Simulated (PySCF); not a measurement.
Predicted microwave data (PySCF, PBE0-D3(BJ)/def2-SVP geometry optimisation, gas phase) for one isomer of C5H8GeO:

| Property | Result |
| --- | --- |
| Rotational constants | A = 4826, B = 1040, C = 929.0 MHz |
| Dipole components | \|μa\| = 0.23 D, \|μb\| = 0.17 D, \|μc\| = 0.54 D |
| Inertial defect | -46.67 u·Å² |
| κ | -0.94 |

Question: Which candidate fits, each taken in the one conformer that was computed?
A. `[CH3:1][GeH2:2][c:3]1[cH:4][cH:5][cH:6][o:7]1` with C1–Ge2–C3–C4 126°
B. `[CH3:1][C:2]#[C:3][GeH2:4][C:5]([CH3:6])=[O:7]` with C3–Ge4–C5–C6 -6°

Answer: A. It is [CH3][GeH2][c]1ccco1, a near-prolate asymmetric top, point group C1. The candidates at the same level (rigid rotor, commonest isotopes):

```
              SMILES  A (MHz)  B (MHz)  C (MHz)  μa (D)  μb (D)  μc (D)  Δ (u·Å²)  point group                        rotor
CC#[C][GeH2][C](C)=O     3230    934.0    738.7    3.31    1.51    0.15    -13.41            –               asymmetric top
[CH3][GeH2][c]1ccco1     4826     1040    929.0    0.23    0.17    0.54    -46.67           C1  near-prolate asymmetric top
```

`CC#[C][GeH2][C](C)=O` has A 33 % too low. No structure here is proved a minimum.
